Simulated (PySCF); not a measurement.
CH4MoOS2, SMILES [CH3][Mo]([OH])(=[S])=[S], multiplicity 1. Coordinates come from a B3LYP-D3(BJ)/def2-SVP optimisation. The spin state was assumed, not searched. The def2 effective core potentials stand for the cores of Mo; spin–orbit coupling is left out. Other conformers were not sampled.

Computed equilibrium geometry at B3LYP-D3(BJ)/def2-SVP (PySCF confirms it by a frequency run) as Cartesian coordinates in Å (one conformer of several):
```xyz
9

Mo    -0.1560     0.1198    -0.0089
S      0.8651    -0.4870    -1.7629
S      1.0832    -0.0721     1.6952
O     -0.9992     1.7753    -0.1826
H     -0.9984     2.4832     0.4788
C     -1.6483    -1.3387     0.2567
H     -1.2159    -2.3469     0.3326
H     -2.3202    -1.2905    -0.6160
H     -2.2012    -1.1032     1.1808
```
Charge 0, spin multiplicity 1.
